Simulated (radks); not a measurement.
Results of a calculation; reference values are marked as such.
Ionisation of La, [Xe] 5d1 6s2, to La+, [Xe] 5d2, under several functionals. Dirac Kohn-Sham, spin-unpolarised, spherical densities, point nucleus; open shells fill j = l - 1/2 first; a radial shooting solver on a logarithmic mesh with Libxc functionals.

functional,E(La) (hartree),Exc (hartree),IE (eV),-e(HOMO) (eV),<r> HOMO (bohr),IE error (eV)
B86b exchange with PBE correlation,-8498.3603,-204.7450,5.945,3.185,2.969,+0.368
SOGGA,-8493.7996,-200.1312,5.813,3.112,2.970,+0.236
HCTH/407,-8502.6392,-209.2300,5.826,3.298,2.924,+0.250
AM05,-8491.3466,-197.6525,5.863,3.138,2.962,+0.286
"LDA (Slater exchange, VWN5 correlation)",-8491.1143,-197.4175,6.184,3.287,2.964,+0.607
Wu-Cohen GGA,-8496.6576,-203.0249,5.899,3.179,2.970,+0.322
exchange-only PBE,-8494.4517,-200.7810,5.679,2.411,3.053,+0.102

NIST Atomic Spectra Database: 5.577 eV (measured). Closest: exchange-only PBE. The Delta-SCF values span 0.51 eV, the total energies 11.52 hartree. The highest occupied level is 5d3/2. Spin polarisation and multiplet splitting are left out, so open shells lie too high by an amount that depends on their filling.

Beside tabulated values, note that spin-unpolarised runs miss the spin-polarisation part of the exchange energy of open shells.
